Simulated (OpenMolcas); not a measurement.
**O⁵⁺: CASPT2 settings compared**

```json
{
 "Program": "OpenMolcas 26.06",
 "Basis": "ANO-RCC-VQZP [5s4p3d2f1g]",
 "Scalar Hamiltonian": "DKH3, point nucleus",
 "Active space": "1 electron in 8 orbitals (2s 2p 3s 3p)",
 "State averaging": "2S+1 = 2 even, 1 root; 2S+1 = 2 odd, 3 roots",
 "Spin-orbit coupling": "state interaction with AMFI integrals over the reference wave functions, term energies averaged over their components"
}
```

Methods on the same reference wave functions:
A. CASSCF
B. SS-CASPT2, IPEA 0.4 Eh, imaginary shift 0.05 Eh (closed shells correlated: 1s)
C. SS-CASPT2, IPEA 0 Eh, sigma1 regulariser 0.1 Eh (closed shells correlated: 1s)

Energies in cm-1 above 2s 2S 1/2, the measured ground level; measured values from Moore, Selected Tables of Atomic Spectra, NSRDS-NBS 3, section 8.

```tsv
Level	A	B	C	Measured
2s 2S 1/2	0.0	0.0	0.0	0.0
2p 2P* 1/2	97303	96760	96758	96375
2p 2P* 3/2	97817	97274	97272	96908
```

Deviations, from unrounded energies. A percentage is the sum of absolute deviations over the sum of measured energies, with the sign that they share, or ± where signs differ.

| Against measurement | Levels | A | B | C |
| --- | --- | --- | --- | --- |
| mean absolute deviation (cm-1) | 2 | 920 | 380 | 370 |
| other configurations (%) | 2 | +1.0 | +0.4 | +0.4 |

B, C lie about equally close to measurement and A furthest from it. The largest miss of C in the table is 2p 2P* 1/2, by +380 cm-1. The ranking rests on the paired levels alone, and a cruder setting can come out closer through cancelling errors.

Between B and C no level of the table moves by more than 5 cm-1.

The lowest spin-free term lies below A's lowest term by 0.007 hartree in B, 0.007 hartree in C.

With one active electron outside closed inactive shells, the extra shells (3p 3s) add no correlation to the reference. With one active electron the reference holds no correlation, so core polarisation is missing (holds for A). With one active electron, CASPT2 adds the correlation within the correlated inactive shells and between them and that electron, and leaves the splitting within a term as the reference gives it (holds for B; C). Computed and measured levels are paired by configuration, term and J; levels that our copy of the source lacks, or whose pairing is in doubt (as where it misses far off the trend of its configuration), stay unpaired and out of the deviations. Only configurations of the active space appear.

* marks odd parity.
